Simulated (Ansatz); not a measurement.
**Molecular dynamics of H$_{12}$C$_{5}$S$_{2}$**

Input:

```yaml
accuracy: low
crystal:
  lattice:
    - [7.687989, 0.0, 0.0]
    - [0.0, 7.687989, 0.0]
    - [0.0, 0.0, 7.687989]
  atoms:
    - { symbol: S, position: [0.68589015, 0.67769155, 0.52051215] }
    - { symbol: C, position: [0.6176728, 0.49564902, 0.57387452] }
    - { symbol: S, position: [0.55142781, 0.31225048, 0.62487721] }
    - { symbol: S, position: [0.9857063, 0.24135622, 1.11900231] }
    - { symbol: C, position: [0.9265756, 0.12987298, 0.96080455] }
    - { symbol: S, position: [0.86867585, 0.0167131, 0.80337134] }
    - { symbol: C, position: [0.1406623, 0.75324396, 0.10856053] }
    - { symbol: C, position: [-0.02323257, 0.73430353, 0.21650137] }
    - { symbol: H, position: [0.24726205, 0.67785232, 0.16309186] }
    - { symbol: H, position: [0.11976568, 0.70774818, -0.02369185] }
    - { symbol: H, position: [0.18314182, 0.88806954, 0.10209982] }
    - { symbol: H, position: [-0.12838469, 0.8159474, 0.16747493] }
    - { symbol: H, position: [-0.07011199, 0.60056773, 0.21600568] }
    - { symbol: H, position: [0.00021267, 0.77037076, 0.35130571] }
    - { symbol: C, position: [0.57598688, 0.58596757, 0.01100765] }
    - { symbol: C, position: [0.54378838, 0.4476563, 0.14902902] }
    - { symbol: H, position: [0.46796793, 0.59392388, -0.08089425] }
    - { symbol: H, position: [0.59235799, 0.71509525, 0.06899382] }
    - { symbol: H, position: [0.69363067, 0.55678503, -0.06328083] }
    - { symbol: H, position: [0.65740392, 0.43230269, 0.23220239] }
    - { symbol: H, position: [0.43422358, 0.48199857, 0.23317732] }
    - { symbol: H, position: [0.51514196, 0.32059923, 0.09078444] }
    - { symbol: C, position: [0.09492445, 0.49557881, 0.69200674] }
    - { symbol: C, position: [0.09720944, 0.39910534, 0.51984272] }
    - { symbol: H, position: [0.07877793, 0.6350493, 0.67195509] }
    - { symbol: H, position: [-0.01194866, 0.45121102, 0.7741211] }
    - { symbol: H, position: [0.21569353, 0.47604363, 0.76446551] }
    - { symbol: H, position: [0.12055033, 0.26056917, 0.53792323] }
    - { symbol: H, position: [-0.02722885, 0.41355921, 0.45319819] }
    - { symbol: H, position: [0.19820303, 0.44942006, 0.4336176] }
    - { symbol: C, position: [0.33196783, 0.95124145, 0.7027851] }
    - { symbol: C, position: [0.29831213, 0.93585227, 0.50861341] }
    - { symbol: H, position: [0.2869809, 1.0756804, 0.75408011] }
    - { symbol: H, position: [0.2642298, 0.84984696, 0.77443421] }
    - { symbol: H, position: [0.46961049, 0.93794296, 0.7331611] }
    - { symbol: H, position: [0.32673165, 0.80520204, 0.4615009] }
    - { symbol: H, position: [0.16286659, 0.9637243, 0.47774649] }
    - { symbol: H, position: [0.37765872, 1.02648043, 0.43319601] }
basis:
  ecutwfc: 500.0
kpoints:
  mp_grid: { grid: [1, 1, 1] }
hamiltonian:
  xc: r2scan
  dispersion: d3bj
scf:
  occupations: { method: fermi_dirac, width: 0.02 }
  lower_state_search: "off"
md:
  timestep: 0.5
  n_steps: 20
  ensemble: nvt_langevin
  temperature: 1500.0
  initial_velocities: maxwell_boltzmann
  seed: 957184
  friction: 0.02
```

Command:

```bash
$ ansatz run input.yaml --threads 1 --pin off --max-ram 3072MiB --backend cpu --events-out ev --progress --plain --runs-dir out
```

It starts from a partly relaxed structure (largest force component 0.25 eV/Å).

Output, in part (step lines):

```
md step     0: t =     0.00 fs  T =  1460.5 K  F+E_penalty+E_count = -6528.65277445 eV  E_kin = 7.173930 eV  (11 SCF iters)
[... lines left out ...]
```

The steps, from the saved trajectory:

```csv
time (fs),T (K),potential energy less start (eV)
0.0,1461,0.000
0.5,1388,0.140
1.0,1366,0.533
1.5,1270,1.096
2.0,1144,1.716
2.5,979,2.285
3.0,920,2.777
3.5,867,3.182
4.0,766,3.496
4.5,718,3.741
5.0,719,3.918
5.5,705,4.040
6.0,661,4.131
6.5,724,4.207
7.0,683,4.267
7.5,703,4.278
8.0,736,4.244
8.5,733,4.164
9.0,774,3.968
9.5,890,3.595
10.0,991,3.090
```

The run went to its last step. The mean temperature of the second half is 50 % below the set value. A run of 0.01 ps of so small a system gives no equilibrium averages. Limits of this set-up: coarse k mesh, low accuracy level.

Mean squared displacements from the first frame to the last, about the centre of mass: S 0.01 Å², C 0.01 Å², H 0.09 Å².

Last frame:

```xyz
38
Lattice="7.6880 0.0000 0.0000 0.0000 7.6880 0.0000 0.0000 0.0000 7.6880" Properties=species:S:1:pos:R:3
S 5.262 5.267 4.044
C 4.747 3.885 4.501
S 4.277 2.411 4.856
S 7.494 1.862 8.598
C 7.120 0.946 7.383
S 6.759 0.098 6.192
C 0.946 5.814 0.826
C -0.234 5.583 1.644
H 1.828 5.250 1.083
H 0.798 5.568 -0.182
H 1.177 6.794 0.620
H -1.029 6.208 1.294
H -0.470 4.566 1.541
H 0.039 5.777 2.648
C 4.465 4.532 0.089
C 4.215 3.425 1.128
H 3.800 4.851 -0.729
H 4.960 5.427 0.548
H 5.397 4.001 -0.225
H 4.867 3.180 1.910
H 3.209 3.604 1.717
H 3.892 2.667 0.525
C 0.569 3.673 5.318
C 0.843 3.003 3.978
H 0.580 4.678 5.485
H -0.454 3.573 5.707
H 1.131 3.244 6.149
H 0.772 1.881 3.994
H -0.123 3.178 3.456
H 1.609 3.528 3.290
C 2.510 7.373 5.301
C 2.290 7.293 3.850
H 1.845 8.156 5.675
H 2.174 6.543 5.884
H 3.461 7.621 5.643
H 2.344 6.268 3.430
H 1.360 7.599 3.700
H 3.021 7.948 3.335
```

The run took 6.5 min on 1 thread of Arm Neoverse V2, on a shared host, peak memory 0.85 GiB.
